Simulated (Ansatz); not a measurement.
```yaml
crystal:
  periodic: [false, false, false]
  atoms:
    - {symbol: O, position_ang: [0.476825, 2.206783, 0.496015]}
    - {symbol: C, position_ang: [0.705863, 0.889551, 0.320998]}
    - {symbol: N, position_ang: [-0.159408, 0.067209, -0.023828]}
    - {symbol: Ga, position_ang: [-0.607275, -1.643414, -0.428797]}
    - {symbol: H, position_ang: [-0.460262, 2.351865, 0.302325]}
    - {symbol: H, position_ang: [1.760743, 0.684895, 0.532024]}
    - {symbol: H, position_ang: [-1.175719, -2.511797, 0.736442]}
    - {symbol: H, position_ang: [-0.540766, -2.045082, -1.935170]}
basis:
  gaussian: {orbitals: aug-cc-pVDZ, final_grid: {core_spheres: 1, valence_spheres: 1, degree: 1}}
hamiltonian: {xc: {name: r2SCAN}}
output: {forces: true}
```

```sh
$ ansatz run in.yaml --threads 2 --pin off --events-out ev --progress --plain --max-ram 4352MiB
```

Shortened log:

```
Functional definition: r2SCAN
1325 factors; their error is unknown
mean field evaluation 1: about -57003.4050 eV, gradient 7.0e1 eV
mean field evaluation 2: about -56953.0281 eV, gradient 1.4e2 eV
mean field evaluation 4: about -57012.9617 eV, gradient 2.1e1 eV
mean field evaluation 8: about -57013.7931 eV, gradient 7.5e-2 eV
a density is far from that of the atoms, so the factors are made again for it
1823 factors; integrals over basis functions are off by at most 1.5e-4 eV
mean field -57228.53400028 eV, -2103.1098336168 hartree, gradient 2.7e-5 eV, S^2 0.000000; 0 other end points of the search recorded, 0 dependent functions left out
reference -57228.53400372 eV, -2103.1098337432 hartree; 28, 28 occupied and 113, 113 virtual orbitals, 1823 factors
Total energy: -57228.53400372 eV, -2103.1098337432 hartree
Atom 0 at     0.476825     2.206783     0.496015 Å, force    -1.571003   -67.122372   -10.397744 eV/Å
Atom 1 at     0.705863     0.889551     0.320998 Å, force   -80.939087    90.717355    -6.188296 eV/Å
Atom 2 at    -0.159408     0.067209    -0.023828 Å, force   105.185796   -34.260475    21.023925 eV/Å
Atom 3 at    -0.607275    -1.643414    -0.428797 Å, force     0.985580    69.813098    11.884121 eV/Å
Atom 4 at    -0.460262     2.351865     0.302325 Å, force     9.760808    -8.238335    -0.243342 eV/Å
Atom 5 at     1.760743     0.684895     0.532024 Å, force   -34.806341   -44.548433   -15.273373 eV/Å
Atom 6 at    -1.175719    -2.511797     0.736442 Å, force     2.058458    -2.239514    -5.990342 eV/Å
Atom 7 at    -0.540766    -2.045082    -1.935170 Å, force    -0.674211    -4.121325     5.185051 eV/Å
Dipole moment:    -0.511570    -0.879488    -0.282705 e Å
```

Task: Something in this input is off. What?

Result: The integration grid is far too coarse. Self-consistency was reached. The result belongs to that input, not to the molecule as meant.
